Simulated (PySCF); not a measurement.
Sn(OMe)(SiH3) (CH6OSiSn), SMILES C[O][Sn][SiH3] (connectivity only; charge and spin as stated), neutral, multiplicity 1.

Coordinates come from a PBE-D3(BJ)/def2-SVP optimisation. The structure was generated by enumeration; whether it is a known compound was not checked. The def2 effective core potentials stand for the cores of Sn; spin–orbit coupling is left out. One conformer was computed; it need not be the lowest.

Level of theory: B3LYP/def2-TZVP in PySCF.

Symmetry labels are those of the subgroup Cs that the program uses (full group Cs).

Task: List the valence orbital energies around the gap with their symmetry. (An estimate is asked for; the answer gives what the named calculation found.)

Result: 
```
orbital  symmetry  energy (eV)
-------  --------  -----------
HOMO−7         A"       -11.84
HOMO−6         A'       -11.76
HOMO−5         A'       -10.44
HOMO−4         A"        -9.28
HOMO−3         A'        -9.19
HOMO−2         A'        -7.67
HOMO−1         A"        -7.61
HOMO           A'        -6.20
LUMO           A"        -3.02
LUMO+1         A'        -0.97
LUMO+2         A'        -0.11
LUMO+3         A'         0.99
```
